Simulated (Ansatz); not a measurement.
Reaction (substitution at a C–S bond): `[SiH3]CSCS` + `N[SiH3]` → `[SiH3]NCS` + `[SiH3]CS`

Computed with Ansatz on PBE0-D4/def2-TZVP structures; ΔE is electronic, products minus reactants. CCSD(T)/CBS is the MP2 limit (def2-TZVPP, def2-QZVPP) plus CCSD(T) − MP2 in def2-TZVPP, frozen cores. This one scheme is used for every species. Functionals use def2-TZVPP. B3LYP here is the variant with VWN-RPA as its local correlation; programs differ in this. Each species was taken in one conformer, which may not be the lowest.

CCSD(T)/CBS gives +26.5 kJ/mol.

(1) Another level gave +20.1 kJ/mol. Which?
A. HF/def2-TZVPP
B. B3LYP-D4/def2-TZVPP
C. SCS-MP2/def2-TZVPP
D. MP2/def2-TZVPP

Largest T1 diagnostic among the species: 0.011.

Results:

(1) B. B3LYP-D4 20.1, SCS-MP2/def2-TZVPP 24.2, MP2/def2-TZVPP 28.3, HF/def2-TZVPP 13.5 kJ/mol.

In def2-TZVPP, CCSD(T) changes the Hartree–Fock value by +8.3 kJ/mol (the triples alone add +2.0 kJ/mol) and MP2 by +14.8 kJ/mol.
